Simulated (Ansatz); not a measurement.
## Worked example: SiF4 + C4H9 → SiF3 + C4H9F

Species: SiF4 (silicon tetrafluoride) `F[Si](F)(F)F`, singlet; C4H9 (2-butyl radical) `C[CH]CC`, doublet; SiF3 (trifluorosilyl) `F[Si](F)F`, doublet; C4H9F `CCC(C)F`, singlet. A radical takes F: the energy is the difference in strength between the Si–F bond broken and the C–F bond made.

Shapes, held fixed at every level: PBE0-D4/def2-TZVP. Flexible molecules stand in one conformer, not always the lowest. Programs: Ansatz 0.2.0. The zero-point and thermal change to 298 K, harmonic and unscaled (PBE0-D4/def2-TZVP), is +7.5 kJ/mol.

At CCSD(T)/CBS estimate; 1 Eh = 2625.50 kJ/mol:

```
species  energy (Eh)
   SiF4  -688.534523
   C4H9  -157.570897
   SiF3  -588.597718
  C4H9F  -257.430468
```

**Question.** Work out ΔH(298 K) of the reaction at this level.

**Answer.** 
1. Products less reactants: (-588.597718) + (-257.430468) − [(-688.534523) + (-157.570897)] = 0.077234 Eh = +202.8 kJ/mol.
2. With the thermal change: +202.8 + (+7.5) = +210.3 kJ/mol.

Other levels give +179.1 (PBE-D4/def2-TZVPP) to +218.1 kJ/mol (BHLYP-D4/def2-TZVPP). No measured value is set beside it here. Open shells run unrestricted unless RO is named. The CBS estimate extrapolates MP2 from def2-TZVPP and def2-QZVPP and adds CCSD(T) − MP2 in the triple-zeta set, cores frozen.
